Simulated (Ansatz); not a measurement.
Basis-set series for ClH5N2Si2. Charge 0, multiplicity 1. The bonds changed during the relaxation, so this is another structure than the one it started from. Geometry: relaxed with PBE0-D4/def2-TZVP. It is one conformer, not always the lowest.

```xyz
10

N    -0.419    1.776   -1.105
Si   -0.369    0.056   -1.351
Cl    1.745   -0.482   -1.328
N    -0.554   -0.415    0.425
Si    0.293   -1.435    1.395
H     0.276    2.247   -0.541
H    -0.663    2.337   -1.906
H    -1.387    0.003    0.829
H     1.425   -2.235    0.921
H    -0.347   -1.851    2.662
```

```json
{"functional": "PBE0-D4", "basis": "def2-TZVPP", "functions": "258", "energy (Eh)": "-1151.30143", "HOMO (eV)": "-5.31", "LUMO (eV)": "-2.89"}
{"functional": "PBE0-D4", "basis": "def2-QZVPP", "functions": "474", "energy (Eh)": "-1151.34217", "HOMO (eV)": "-5.35", "LUMO (eV)": "-2.95"}
{"functional": "ωB97M-V", "basis": "def2-TZVPP", "functions": "258", "energy (Eh)": "-1151.71135", "HOMO (eV)": "-6.99", "LUMO (eV)": "-1.21"}
{"functional": "ωB97M-V", "basis": "def2-QZVPP", "functions": "474", "energy (Eh)": "-1151.74999", "HOMO (eV)": "-7.05", "LUMO (eV)": "-1.31"}
```

Q: Give the rows for def2-SVP. (An estimate is asked.)

A: Ansatz gave: 
| functional | basis | functions | energy (Eh) | HOMO (eV) | LUMO (eV) |
| --- | --- | --- | --- | --- | --- |
| PBE0-D4 | def2-SVP | 107 | -1150.79961 | -5.16 | -2.69 |
| ωB97M-V | def2-SVP | 107 | -1151.20523 | -6.79 | -0.93 |
